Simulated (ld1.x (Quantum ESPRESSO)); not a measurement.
Pd, TM: configuration errors across variants

```
Element                 : palladium (Pd)
Generator               : ld1.x (Quantum ESPRESSO) 7.5
Type                    : norm-conserving Troullier–Martins (Kleinman–Bylander form)
Functional              : LDA (PZ)
Relativity              : scalar-relativistic
Frozen core             : [Kr]
Valence charge          : 10
Reference configuration : 4d10 5s0 5p0
Partial waves           : 5p (bound, empty): rc 3.75 bohr; 4d (bound): rc 1.75 bohr; 5s (bound, empty): rc 1.90 bohr
Local potential         : the s channel
Core correction         : none
```

All-electron excitation energies from the reference (eV): (1) 4d9 5s0 5p0 9.389; (2) 4d8 5s0 5p0 30.470; (3) 4d7 5s0 5p0 65.065; (4) 4d8 5s1 5p0 13.796; (5) 4d9.5 5s0 5p0 3.370; (6) 4d9 5s0 5p1 5.318; (7) 4d9 5s1 5p0 1.436; (8) 4d9 5s0 5p0 spin 9.244; (9) 4d8 5s0 5p0 spin 29.835.

Spin tests fill each open shell by Hund’s rule, majority spin first.

Tests that are not counted but printed errors over 1 eV. “wave 5s (bound): rc 1.90 bohr becomes 5s (bound): rc 1.44 bohr”: 4d8 5s1 5p0 (solver errors, printed error -4.0 eV); 4d9 5s1 5p0 (solver errors, printed error -3.3 eV).

1 further variants failed, have other tests or too few solved ones, and are left out.

A true bound ghost makes a file unfit for plane-wave use even where its test errors are small: the radial tests pick states by their node count and pass the ghost by. Where a test does run into it, the solver fails or the error is huge.

Errors AE − PS in meV (a dash: test not solved or not reliable):

```tsv
change	(1)	(2)	(3)	(4)	(5)	(6)	(7)	(8)	(9)	bound ghosts
base	-45	-292	-886	-240	-8.0	-59	-58	+53	+168	none
wave 5s (bound): rc 1.90 bohr becomes 5s (bound): rc 1.44 bohr	-27	-195	-643	–	-4.3	-43	–	+72	+271	p, s (extra level of the local part)
wave 5s (bound): rc 1.90 bohr becomes 5s (bound): rc 1.62 bohr	-31	-216	-695	+1045	-5.2	-46	+124	+68	+248	p
wave 5s (bound): rc 1.90 bohr becomes 5s (bound): rc 1.78 bohr	-39	-256	-797	-96	-6.7	-53	-36	+60	+205	none
wave 5s (bound): rc 1.90 bohr becomes 5s (bound): rc 2.14 bohr	-53	-327	–	-330	-9.6	-65	-76	+45	+131	none
wave 5s (bound): rc 1.90 bohr becomes 5s (bound): rc 2.26 bohr	-54	-331	-976	-342	-9.8	-66	-79	+44	+127	none
wave 5s (bound): rc 1.90 bohr becomes 5s (bound): rc 2.66 bohr	-53	-331	-979	-329	-9.6	-66	-75	+45	+127	none
wave 5s (bound): rc 1.90 bohr becomes 5s (bound): rc 2.84 bohr	-53	-332	-991	-295	-9.3	-66	-68	+45	+125	none
```

Question: Give the same row for: wave 5s (bound): rc 1.90 bohr becomes 5s (bound): rc 2.46 bohr.

Answer: -54, -332, -977, -344, -9.8, -66, -79, +44, +126; bound ghosts: none.
